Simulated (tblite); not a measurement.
C₄H₁₀N₂P (charge +1).
Numbering: `[CH3:1][N:2]1[CH:3]=[CH:4][N:5]([CH3:6])[PH2+:7]1` (hydrogens: H8, H9, H10 on C1; H11 on C3; H12 on C4; H13, H14, H15 on C6; H16, H17 on P7)

Computed geometry: GFN2-xTB, gas phase.

Question: List the bond lengths, angles and torsions at this level.

Answer: 
| bond | length (Å) | order |
| --- | --- | --- |
| C1–N2, N5–C6 | 1.454 | single |
| N2–C3, C4–N5 | 1.418 | single |
| C3=C4 | 1.327 | double |
| N2–P7, N5–P7 | 1.635 | single |
| C1–H8 and 5 like bonds | 1.091 | single |
| C3–H11, C4–H12 | 1.071 | single |
| P7–H16, P7–H17 | 1.404 | single |

Bonds in one row agree within 0.01 Å and their mean is given. Orders are formal, as drawn. A selection of angles:
| angle | degrees |
| --- | --- |
| N2–C1–H8 | 109.4 |
| N2–C1–H10 | 111.3 |
| H8–C1–H9 | 108.7 |
| C1–N2–C3 | 123.0 |
| C1–N2–P7 | 126.6 |
| C3–N2–P7 | 110.1 |
| N2–C3–C4 | 112.4 |
| N2–C3–H11 | 118.9 |
| C4–C3–H11 | 128.7 |
| N5–P7–H16 | 117.8 |
| N5–P7–H17 | 111.5 |
| N2–P7–N5 | 94.9 |
| H16–P7–H17 | 103.9 |

Torsions: C1–N2–C3–C4 -177° (antiperiplanar); N2–C3–C4–N5 4° (synperiplanar); C3–C4–N5–C6 -177° (antiperiplanar); C4–N5–P7–N2 1° (synperiplanar); C1–N2–P7–N5 175° (antiperiplanar). The mirror-image conformer, all signs reversed, is as good.

C3 (vinylic carbon bearing nitrogen) is planar (angles 128.7°, 118.9° and 112.4°, sum 360.0°, 0.01 Å off the plane of its three neighbours). N2 (nitrogen bonded to 2 C and P) is planar (angles 126.6°, 123.0° and 110.1°, sum 359.7°, 0.05 Å off the plane of its three neighbours). The C–N distances run from 1.418 Å (C4–N5, drawn single) to 1.454 Å (C1–N2, drawn single), a spread of 0.036 Å. P7 (phosphorus bonded to 2 N and 2 H) has angles from 94.9° to 117.8°. The 5-membered ring N2–C3–C4–N5–P7 has internal angles of 94.9° to 112.4°; it is almost planar, 0.01 Å rms from its mean plane, widest ring torsion 4°.

Point group: C2 (every atom within 0.08 Å of its image). Its GFN2-xTB frequencies are all real (lowest 77 cm⁻¹).
